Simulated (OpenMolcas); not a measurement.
A calculation on Tc3+.

```
Program             : OpenMolcas 26.06
Method              : MS-RASPT2, IPEA 0.25 Eh, imaginary shift 0.1 Eh (closed shells correlated: 4s)
Basis               : ANO-RCC-VQZP [8s7p5d3f2g1h]
Scalar Hamiltonian  : DKH2, point nucleus
Active space        : 10 electrons in 8 orbitals (RAS1 4p, at most 2 holes; RAS2 4d)
State averaging     : 2S+1 = 5 even, 5 roots; 2S+1 = 3 even, 45 roots; 2S+1 = 1 even, 49 roots
Spin-orbit coupling : state interaction with AMFI integrals over the reference wave functions, term energies averaged over their components
```

Q: Which level of the active space comes out lowest?

A: 4d⁴ ⁵D₀, with 98 % of that term.

Q: How high does 4d⁴ ³P₂(1) lie?

A: 19180 cm⁻¹ above the lowest level.

Q: How high does 4d⁴ ⁵D₂ lie?

A: 960 cm⁻¹ above the lowest level.

Q: How high does 4d⁴ ³H₅ lie?

A: 16480 cm⁻¹ above the lowest level.

Q: The level at 17820 cm⁻¹ has J = 3. What is it made of, and what is its g factor?

A: 64 % 4d⁴ ³F₃(1), 35 % 4d⁴ ³G; g = 0.968, against 1.084 from Landé's formula for the pure leading term.

CASPT2 breaks the degeneracy within a term, and the mean is taken; among the terms shown or strongly mixed into the levels shown the widest spread is 790 cm-1 (4d⁴ ³H). Active for correlation alone: 4p; no level in the range computed is led by a configuration that opens it, so any true level of that kind is missing. Only configurations of the active space appear.

A number in round brackets counts repeated terms of one configuration in the order of the reference energies.
